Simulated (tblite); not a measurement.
A tight-binding relaxation on `C1B[C@@H]2[CH2][GeH2][C@H](C=1)[C@H]2Cl`.

Computed with GFN2-xTB geometry optimisation, gas phase (tblite 0.8.0). Start geometry: from a force field or distance geometry. The command runs a driver script over a list of jobs; the input below is this job's line of settings and its coordinates in Å.

Command:
```bash
OMP_NUM_THREADS=1 python probes_run.py task.json out
```

Input:
```
{"job": {"kind": "relax", "xc": "GFN2-xTB", "basis": "xTB"}, "charge": 0, "multiplicity": 1}
Cl    -0.626300     0.786800     2.655000
C      0.244100     0.181100     1.245400
C     -0.317600    -1.036300     0.637900
B      0.769400    -1.595000    -0.395900
C      1.698900    -0.510900    -1.033700
C      1.400700     0.779900    -0.857900
C      0.462900     1.244700     0.187200
Ge    -1.362000     1.167700    -0.516700
C     -1.577800    -0.737200    -0.101600
H      1.279000    -0.069100     1.617900
H     -0.562000    -1.783900     1.415000
H      1.264000    -2.633000    -0.015900
H      2.563100    -0.779600    -1.624600
H      1.877700     1.509700    -1.494500
H      0.704600     2.228900     0.605400
H     -2.336100     2.001700     0.332700
H     -1.413900     1.457400    -2.025400
H     -1.565500    -1.260800    -1.085600
H     -2.513000    -0.943000     0.447800
```

Output:
```
step      E/eV     max force
  0    -696.30516    3.036
  1    -696.64303    2.115
  2    -696.83087    1.198
  3    -696.95120    0.883
  4    -697.01753    0.613
  5    -697.05436    0.427
  6    -697.08623    0.448
  7    -697.10869    0.376
  8    -697.12763    0.292
  9    -697.14394    0.257
... (50 lines left out)
 60    -697.28721    0.021
 61    -697.28728    0.023
 62    -697.28734    0.024
 63    -697.28738    0.016
 64    -697.28741    0.013
 65    -697.28743    0.012
 66    -697.28745    0.010
 67    -697.28747    0.010
 68    -697.28749    0.010
 69    -697.28750    0.010
```

«max force» is the largest atomic force in eV/Å.

Question: From which step on does the largest force stay under 0.1 eV/Å, and how much energy is left to gain from there?

Answer: From step 41 (0.065 eV/Å), 10.1 meV above the end.

In short: energy lowered by 22.7 kcal/mol over 69 steps; largest atomic force 0.010 eV/Å at the end.

Question: Where do the atoms end?

Answer: 0.271 Å rms from the input after alignment:
```
atom  x, y, z in Å
Cl1   -0.9087    0.8737    2.4636
C2     0.3089    0.2103    1.3361
C3    -0.1961   -1.0806    0.7165
B4     0.8524   -1.5759   -0.3737
C5     1.6873   -0.4915   -1.0507
C6     1.4766    0.8071   -0.7620
C7     0.4832    1.2398    0.2353
Ge8   -1.3560    1.1098   -0.5823
C9    -1.5264   -0.7771   -0.0156
H10    1.2233    0.0517    1.9142
H11   -0.3796   -1.8181    1.5034
H12    0.8965   -2.7039   -0.6856
H13    2.4311   -0.7206   -1.8044
H14    2.0018    1.5991   -1.2861
H15    0.7208    2.2240    0.6383
H16   -2.3540    2.0765   -0.0043
H17   -1.3194    1.3407   -2.0746
H18   -1.6830   -1.4668   -0.8433
H19   -2.3685   -0.8892    0.6678
```

Question: Estimate the wall time. Hardware: Arm Neoverse N1, one thread, shared host.

Answer: About 1.2 s.
Labels such as C1 count atoms from 1, the log's own numbers from 0.
